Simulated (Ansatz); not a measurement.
PSe3. Total charge 0; doublet. Geometry relaxed at r2SCAN-D4/def2-SVP.

```xyz
4

P     0.4931   -0.2331    0.5092
Se   -0.9279   -0.7687    1.9736
Se    0.1641   -0.6239   -1.7045
Se    0.2708    1.6257   -0.7782
```

The structure comes from a short search, and lower isomers may exist.

(1) Estimate the harmonic wavenumbers at UKS r2SCAN-D4/def2-SVP (Ansatz, unscaled). Is this a minimum?

Answers

(1) 97, 111, 246, 295, 327, 511 cm⁻¹. Yes, no mode is imaginary beyond noise. Zero-point energy 9.5 kJ/mol. It took 18 s on 4 threads of Intel Xeon 6975P-C on a shared host.
